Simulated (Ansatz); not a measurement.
`C[C]1=[CH][AlH]1`. Charge 0, multiplicity 1. Geometry: relaxed with PBE0-D4/def2-TZVP.

```xyz
9

C     0.366   -0.176    1.334
C    -0.032    0.128   -0.062
C    -0.200   -0.714   -1.129
Al   -0.544    1.037   -1.605
H     0.548   -1.245    1.490
H     1.271    0.375    1.604
H    -0.410    0.150    2.033
H    -0.062   -1.796   -1.129
H    -0.937    2.241   -2.537
```

Question: What is the dipole moment at PBE/def2-TZVPP? (Estimate.)

Answer: Computed: 0.60 D, with components (-0.01, 0.55, 0.24) D in this frame, pointing from negative to positive charge.

Question: And with r2SCAN, B3LYP, ωB97M-V? (Estimate.)

Answer: Ansatz gave: r2SCAN 0.63 D, B3LYP 0.69 D, ωB97M-V 0.74 D.

Question: Give the Mulliken charges with PBE, ωB97M-V, B3LYP in def2-TZVPP. (An estimate is asked.)

Answer: Computed: 
| atom | PBE | ωB97M-V | B3LYP |
| --- | --- | --- | --- |
| C1 | -0.21 | -0.28 | -0.21 |
| C2 | -0.08 | -0.10 | -0.09 |
| C3 | -0.20 | -0.29 | -0.26 |
| Al4 | 0.22 | 0.32 | 0.30 |
| H5 | 0.07 | 0.09 | 0.07 |
| H6 | 0.09 | 0.11 | 0.09 |
| H7 | 0.09 | 0.11 | 0.09 |
| H8 | 0.07 | 0.09 | 0.09 |
| H9 | -0.06 | -0.06 | -0.08 |

B3LYP here is the variant with VWN-RPA as its local correlation; programs differ in this.
